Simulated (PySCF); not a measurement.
Isomers of C6H9FO3, mass 148.054 u with the commonest isotopes. Method: PBE0/pcSseg-1 in PySCF (dipole) on a GFN2-xTB geometry, gas phase. One conformer each, none proved a minimum here; rigid rotors.

Question: Order these by rotational constant B, largest first.
A. `[O:1]=[CH:2][C@@H:3]1[CH2:4][CH2:5][O:6][C@H:7]([CH2:8][F:9])[O:10]1` with O1–C2–C3–C4 -59°, O6–C7–C8–F9 91°, C2–C3–C4–C5 -173°, C3–C4–C5–O6 53°, C4–C5–O6–C7 -58°, C5–O6–C7–C8 179°
B. `[O:1]=[CH:2][C@@H:3]1[CH2:4][CH2:5][O:6][CH2:7][C@H:8]([F:9])[O:10]1` with O1–C2–C3–C4 -50°, C2–C3–C4–C5 177°, C3–C4–C5–O6 46°, C4–C5–O6–C7 46°, C5–O6–C7–C8 -80°
C. `[CH3:1][O:2]/[C:3]([CH3:4])=[C:5](\[O:6][CH3:7])[C:8](=[O:9])[F:10]` with C1–O2–C3–C4 -3°, C3–C5–O6–C7 99°, C3–C5–C8–O9 -1°

Answer: B (1143 MHz), C (1003 MHz), A (751.2 MHz).

Question: Order these by radius of gyration √(Σ m r²/M), smallest first.
A. `[CH3:1][O:2]/[C:3]([CH3:4])=[C:5](\[O:6][CH3:7])[C:8](=[O:9])[F:10]` with C1–O2–C3–C4 -3°, C3–C5–O6–C7 99°, C3–C5–C8–O9 -1°
B. `[O:1]=[CH:2][C@@H:3]1[CH2:4][CH2:5][O:6][C@H:7]([CH2:8][F:9])[O:10]1` with O1–C2–C3–C4 -59°, O6–C7–C8–F9 91°, C2–C3–C4–C5 -173°, C3–C4–C5–O6 53°, C4–C5–O6–C7 -58°, C5–O6–C7–C8 179°
C. `[O:1]=[CH:2][C@@H:3]1[CH2:4][CH2:5][O:6][CH2:7][C@H:8]([F:9])[O:10]1` with O1–C2–C3–C4 -50°, C2–C3–C4–C5 177°, C3–C4–C5–O6 46°, C4–C5–O6–C7 46°, C5–O6–C7–C8 -80°

Answer: C (2.061 Å), A (2.241 Å), B (2.375 Å).

Question: Order these by rotational constant A, largest first.
A. `[CH3:1][O:2]/[C:3]([CH3:4])=[C:5](\[O:6][CH3:7])[C:8](=[O:9])[F:10]` with C1–O2–C3–C4 -3°, C3–C5–O6–C7 99°, C3–C5–C8–O9 -1°
B. `[O:1]=[CH:2][C@@H:3]1[CH2:4][CH2:5][O:6][CH2:7][C@H:8]([F:9])[O:10]1` with O1–C2–C3–C4 -50°, C2–C3–C4–C5 177°, C3–C4–C5–O6 46°, C4–C5–O6–C7 46°, C5–O6–C7–C8 -80°
C. `[O:1]=[CH:2][C@@H:3]1[CH2:4][CH2:5][O:6][C@H:7]([CH2:8][F:9])[O:10]1` with O1–C2–C3–C4 -59°, O6–C7–C8–F9 91°, C2–C3–C4–C5 -173°, C3–C4–C5–O6 53°, C4–C5–O6–C7 -58°, C5–O6–C7–C8 179°

Answer: C (2769 MHz), B (2072 MHz), A (1964 MHz).

```
                  SMILES  point group  Ia (u·Å²)  Ib (u·Å²)  Ic (u·Å²)      κ  μa (D)  μb (D)  μc (D)
    CO/C(C)=C(\OC)C(=O)F           C1     257.37     503.83     725.99  -0.52    5.43    0.40    1.32
O=C[C@@H]1CCO[C@H](CF)O1           C1     182.54     672.74     815.48  -0.88    0.07    0.82    0.00
O=C[C@@H]1CCOC[C@H](F)O1           C1     243.95     442.25     571.70  -0.56    2.20    0.26    0.05
```
